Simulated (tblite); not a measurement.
Run record: nudged-elastic-band run, `C[C@@H]1C[C@H](CF)[NH2+]1`.

Computed with GFN2-xTB (tblite), gas phase: nudged elastic band of 9 images (0 to 8), spring 0.2 eV/Å², climbing image at the end, force threshold 0.05 eV/Å. No saddle search or frequency run followed, so the top image need not be a first-order saddle, and its height can exceed the method's true barrier by a kcal/mol or more. A driver script takes a list of jobs; this job's settings line and coordinates (Å) are shown. «atoms» counts from 0 and names the dihedral (F6–C5–C4–N7 when counted from 1); «turn» is the rotation in degrees that makes the guess of the end point.

Command:
```bash
OMP_NUM_THREADS=1 python probes_run.py task.json out
```

Input:
```
{"job": {"kind": "neb", "xc": "GFN2-xTB", "basis": "xTB", "atoms": [5, 4, 3, 6], "turn": 120}, "charge": 1, "multiplicity": 1}
C      2.135165     0.356376     0.100527
C      1.017079    -0.571785    -0.297728
C     -0.059613    -0.021398    -1.245920
C     -1.120870    -0.445750    -0.218842
C     -2.069782     0.632741     0.282642
F     -1.308931     1.632789     0.831978
N     -0.036335    -0.739873     0.777278
H      2.744615    -0.075598     0.890680
H      2.777488     0.529609    -0.759313
H      1.748244     1.318949     0.429333
H      1.395298    -1.549810    -0.598431
H      0.001766     1.057429    -1.372746
H     -0.128046    -0.494756    -2.219864
H     -1.674097    -1.344492    -0.492570
H     -2.738510     0.268351     1.068771
H     -2.650673     1.061340    -0.538197
H     -0.072927    -1.630805     1.278256
H      0.031370     0.023000     1.465825
```

Task: What does the run print?

Result: 
```
image   E - E0 / eV
  0      -0.0000
  1       0.0308
  2       0.1063
  3       0.1941
  4       0.2608
  5       0.2870
  6       0.2804
  7       0.2661
  8       0.2593
```

Task: Read off the barriers.

Result: The highest image is 5: 0.287 eV (6.62 kcal/mol) above the start and 0.028 eV (0.64 kcal/mol) above the end. The band met its force threshold.

Task: Which dihedral does each image have?

Result: 0: 44°, 1: 60°, 2: 77°, 3: 94°, 4: 111°, 5: 128°, 6: 145°, 7: 162°, 8: 180°.

Task: Give the geometry of the highest image and of the end point.

Result: 
Image 5:
```
atom  x, y, z in Å
C1      2.160    0.254    0.251
C2      1.029   -0.572   -0.304
C3      0.006    0.133   -1.206
C4     -1.104   -0.371   -0.267
C5     -2.085    0.679    0.277
F6     -2.122    1.742   -0.569
N7     -0.065   -0.839    0.713
H8      2.718   -0.299    1.003
H9      2.846    0.506   -0.554
H10     1.798    1.185    0.681
H11     1.390   -1.514   -0.716
H12     0.104    1.216   -1.215
H13    -0.048   -0.221   -2.231
H14    -1.640   -1.231   -0.670
H15    -1.762    1.068    1.252
H16    -3.105    0.293    0.355
H17    -0.161   -1.800    1.053
H18     0.032   -0.221    1.528
```

Image 8:
```
atom  x, y, z in Å
C1      2.159    0.199    0.343
C2      1.035   -0.570   -0.300
C3      0.061    0.209   -1.197
C4     -1.089   -0.310   -0.323
C5     -2.045    0.725    0.271
F6     -2.861    1.153   -0.726
N7     -0.105   -0.884    0.653
H8      2.688   -0.408    1.075
H9      2.873    0.490   -0.424
H10     1.798    1.106    0.822
H11     1.398   -1.492   -0.755
H12     0.194    1.287   -1.151
H13     0.029   -0.094   -2.239
H14    -1.675   -1.097   -0.804
H15    -1.514    1.605    0.657
H16    -2.683    0.288    1.050
H17    -0.236   -1.866    0.911
H18    -0.035   -0.335    1.518
```

Hardware: Arm Neoverse V1, one thread, shared host with 32 logical CPUs at a one-minute load of 16. Cost: 2.6 s wall, 0.18 GiB resident at most.
